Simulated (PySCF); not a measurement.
**Working with the constants of ZnSe⁻**

UHF-SCS-MP2 constants of ZnSe⁻, ²Σ⁺ (doublet), unpaired electrons σ ↑ (basis Zn def2-TZVPPD, Se def2-TZVPPD; no relativity; PySCF 2.14; masses 63.9291 and 79.9165 u):

```
ωe             : 293.4 cm⁻¹
ωexe           : 0.911 cm⁻¹
Be             : 0.09314 cm⁻¹
αe             : 0.000406 cm⁻¹
De to Zn + Se⁻ : 1.41 eV
```

**Question.** What force constant and bond length do these constants imply?

**Answer.** Reduced mass μred = 35.517 u; k = 5.8918×10⁻⁷·μred·ωe² (u, cm⁻¹, mdyn/Å) = 1.80 mdyn/Å; Re = √(16.8576/(μred·Be)) (u, cm⁻¹, Å) = 2.257 Å.

**Question.** Estimate the centrifugal constant D from the Kratzer relation and find the Dunham coefficient a1.

**Answer.** D = 4Be³/ωe² = 3.75e-08 cm⁻¹; a1 = −1 − αeωe/(6Be²) = -3.29.

Correlated steps freeze 14 core orbitals. Spin–orbit coupling is left out. For an ion De counts to the pair picked by the measured ionisation energies or electron affinities, which need not be the lowest pair at this level. The state is the lowest determinant that a PBE0 search found; another state may lie lower at other levels.
